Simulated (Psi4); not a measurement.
A dimer, H4Ge ··· Cl2 (SMILES [GeH4] and ClCl); the first 5 atoms form monomer A.

```
7

Ge     0.0000     0.0000     0.0000
H     -0.8113    -0.6911    -1.1059
H      0.1119     1.5003    -0.3088
H      1.4056    -0.6157     0.0646
H     -0.7062    -0.1935     1.3501
Cl     2.2760     0.6220    -4.3531
Cl     1.3546     0.3700    -2.5806
```

Task: What interaction energy does SAPT0/jun-cc-pVDZ, frozen core in Psi4 give, and which attractive term is the largest?

Result: Total 6.66 kcal/mol: electrostatics -2.02, exchange 15.05, induction -2.65, dispersion -3.73. The most attractive term is dispersion.
